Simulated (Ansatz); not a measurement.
Two isomers of C3H7BO2: A = `CCBC(=O)O`, B = `COC1(O)BC1`.

Isolated molecules relaxed with PBE0-D4/def2-TZVP in Ansatz; ΔE leaves out vibrations. CBS: MP2 limit from def2 TZ/QZ plus the TZ coupled-cluster correction, frozen cores. DFT in def2-TZVPP. B3LYP here is the variant with VWN-RPA as its local correlation; programs differ in this. One conformer a species, not always the lowest.

Task: Which isomer does CCSD(T)/CBS put lower? Give the gap. (Best estimate.)

Result: Computed: A, by 60.3 kcal/mol.

Task: Give E(B) − E(A) in kcal/mol with PBE0-D4, B3LYP-D4, ωB97M-V, CCSD/def2-TZVPP, r2SCAN-D4, HF/def2-TZVPP, B2PLYP. (Estimate.)

Result: Computed: PBE0-D4 58.9, B3LYP-D4 62.1, ωB97M-V 59.3, CCSD/def2-TZVPP 60.7, r2SCAN-D4 60.8, HF/def2-TZVPP 64.6, B2PLYP 62.8. None reverses the order clearly.

Largest T1 diagnostic: 0.016.

In def2-TZVPP, CCSD(T) changes the Hartree–Fock value by −3.5 kcal/mol (the triples alone add +0.4 kcal/mol) and MP2 by −3.1 kcal/mol. From PBE to PBE0 (25 % exact exchange), in def2-TZVPP and without D4, E(B) − E(A) moves by −1.4 kcal/mol.
